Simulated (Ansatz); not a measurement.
B₂W₂⁺. The state is a doublet with charge 1. Geometry PBE0-D4/def2-TZVP, that of the neutral singlet; atoms count from 1.

```xyz
4

W     1.140    0.199   -0.303
W    -1.058    0.524    0.192
B    -0.385   -0.539   -1.354
B     0.302   -0.185    1.465
```

In the def2 sets W takes a core potential; there is no spin–orbit coupling. The charge 1 doublet is spin-contaminated (final ⟨S²⟩ up to 1.15, 0.75 for a pure state). The structure comes from a short search, and lower isomers may exist.

Question: Estimate the Mulliken populations from the PBE0/def2-TZVP orbitals of Ansatz.

Answer: 
```json
{"atom": "W1", "charge (e)": "0.51", "spin (α − β)": "1.07", "d electrons": "4.45"}
{"atom": "W2", "charge (e)": "0.52", "spin (α − β)": "-0.75", "d electrons": "4.49"}
{"atom": "B3", "charge (e)": "-0.02", "spin (α − β)": "0.34", "d electrons": "–"}
{"atom": "B4", "charge (e)": "-0.02", "spin (α − β)": "0.34", "d electrons": "–"}
```
Mulliken values and Mayer orders depend strongly on the basis.

Question: Where does the spin sit?

Answer: Summed by element: W 0.32, B 0.68, of 1 unpaired in all. Largest on single atoms: W1 1.07, W2 -0.75, B3 0.34.

Question: And the Mayer bond orders between bonded heavy atoms (over 0.3)?

Answer: W1–W2 2.59 (2.28 Å); W1–B3 1.53 (1.99 Å); W1–B4 1.53 (1.99 Å); W2–B3 1.49 (1.99 Å); W2–B4 1.49 (1.99 Å).
